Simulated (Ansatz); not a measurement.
CH4O3Si, SMILES `O[SiH]1OCO1`. Total charge 0; spin multiplicity 1.

```xyz
9

O     0.489    1.418    1.513
Si    0.731    0.238    0.431
O    -0.312   -1.059    0.450
C    -0.672   -0.727   -0.891
O     0.113    0.447   -1.100
H    -0.395    1.775    1.616
H     2.166   -0.061    0.535
H    -1.741   -0.508   -0.972
H    -0.380   -1.522   -1.583
```

**Question.** Give the diagnostics of a CCSD(T)/def2-TZVPP run (frozen core, Ansatz). (An estimate is asked.)

**Answer.** The calculation gave: T1 = 0.0125, largest single amplitude 0.017, largest double 0.017, (T) share of the correlation energy 3.7 %, 9 CCSD cycles. The RHF solution is stable towards an unrestricted one. T1 lies under the customary mark of 0.02 for closed shells.
